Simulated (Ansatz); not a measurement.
A nudged elastic band was laid between two geometries of Cl2H3NSi + H3P (11 atoms, charge 0, multiplicity 1).

Level of theory: Ansatz, RKS LDA/def2-SVP.

```yaml
movable_images: 5
climbing_image: yes
spring: 5.0 eV/Å²
optimiser: quadratic models (default)
start_path: through a guess of the saddle point
force_threshold: 0.05 eV/Å
iteration_limit: 60
end_points: relaxed
```

First end point:

```xyz
11
Properties=species:S:1:pos:R:3
Si -0.215 0.336 -0.138
H -0.452 0.462 1.331
Cl 1.836 0.435 -0.417
Cl -1.023 1.914 -1.166
N -0.955 -1.077 -0.732
H -0.809 -1.961 -0.232
H -1.108 -1.207 -1.736
P 1.955 -2.529 1.205
H 1.285 -3.723 1.673
H 1.247 -2.555 -0.052
H 0.952 -1.679 1.806
```

Last end point:

```xyz
11
Properties=species:S:1:pos:R:3
Si 0.415 -0.590 -0.531
H -0.038 -0.009 2.719
Cl 1.811 0.168 -1.861
Cl -0.479 1.043 0.355
N -0.864 -1.455 -1.254
H -0.692 -2.370 -1.683
H -1.619 -0.940 -1.719
P 1.604 -1.773 0.948
H 0.446 -2.551 1.318
H 1.963 -2.692 -0.110
H 0.165 -0.416 3.359
```

**Question.** What changes between the two ends?

**Answer.** Bonds broken: Si1–H2, P8–H11. Bonds formed: Si1–P8, H2–H11. Cl2H3NSi + H3P becomes Cl2H4NPSi + H2.

**Question.** Give the energies along the band, and the barrier.

**Answer.** The forces met the threshold. The highest image is number 3 of 0 to 6, 188.9 kJ/mol above the first end and 188.3 kJ/mol above the last; the last end lies 0.6 kJ/mol above the first. Beside the main top the profile has a ripple of under 15 meV (maxima at images 1, 3), which may be a very shallow well or noise. Neighbouring images differ by up to 2.0 eV, so the band resolves the path poorly. A vibrational analysis at the climbing image gives one clearly imaginary mode, 961i cm⁻¹: a first-order saddle point. The orbitals stay closed-shell, which can raise the energy where a bond breaks towards radicals; this wasn't checked here.

```
image  path coordinate (Å)  energy (kJ/mol)  Si1–H2 (Å)  P8–H11 (Å)  Si1–P8 (Å)
    0                 0.00              0.0        1.49        1.45        3.84
    1                 1.81              1.4        1.49        1.44        4.34
    2                 3.61              0.4        1.49        1.44        3.80
    3                 5.41            188.9        1.70        1.86        2.58
    4                 6.49             78.2        2.39        2.28        2.30
    5                 7.57             15.7        2.92        2.52        2.25
    6                 8.65              0.6        3.33        3.12        2.24
```

**Question.** What is the geometry of the highest image?

**Answer.** 
```xyz
11
Properties=species:S:1:pos:R:3
Si 0.216 -0.305 -0.042
H -0.055 0.267 1.537
Cl 2.092 0.387 -0.563
Cl -0.928 1.390 -0.569
N -0.776 -1.458 -0.783
H -0.562 -2.459 -0.778
H -1.564 -1.146 -1.362
P 1.459 -2.136 1.286
H 0.367 -3.077 1.242
H 1.974 -2.466 -0.014
H 0.489 -0.582 1.589
```

Run time: 95 s on 4 threads of Intel(R) Xeon(R) Platinum 8259CL CPU @ 2.50GHz (Skylake/Cascade Lake), on a shared host, peak memory 0.2 GiB.
